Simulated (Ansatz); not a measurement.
Consider the ligand exchange at the Si–N bond: `C[N]([SiH3])[AlH][F]` + `[OH][InH][Br]` → `[SiH3][O][InH][Br]` + `C[NH][AlH][F]`.

Gas-phase electronic energies from Ansatz, PBE0-D4/def2-TZVP geometries. CBS: MP2 limit from def2 TZ/QZ plus the TZ coupled-cluster correction, frozen cores. def2 core potentials past Kr. For Br, In outer-core shells are correlated without core-valence functions, which leaves a few kJ/mol of doubt a bond. Scalar relativity is left out up to krypton. Each species was taken in one conformer, which may not be the lowest.

```tsv
species	SCS-MP2/def2-TZVPP energy (Eh)
`C[N]([SiH3])[AlH][F]`	-727.75904
`[OH][InH][Br]`	-2838.50981
`[SiH3][O][InH][Br]`	-3128.79168
`C[NH][AlH][F]`	-437.50073
```

Q: Work out ΔE.

A: ΔE = (-3128.79168) + (-437.50073) − (-727.75904) − (-2838.50981) = -0.02356 Eh = -0.64 eV. CCSD(T)/CBS gives -0.61 eV.

Largest T1 diagnostic among the species: 0.014.

From PBE to PBE0 (25 % exact exchange), in def2-TZVPP and without D4, ΔE moves by −0.05 eV. The D4 term adds +0.04 eV with B3LYP and +0.02 eV with PBE0; it sums over pairs of atoms, weighted by their polarisabilities, and B3LYP, whose exchange is more repulsive, gets the larger term.

B3LYP here is the variant with VWN-RPA as its local correlation; programs differ in this.
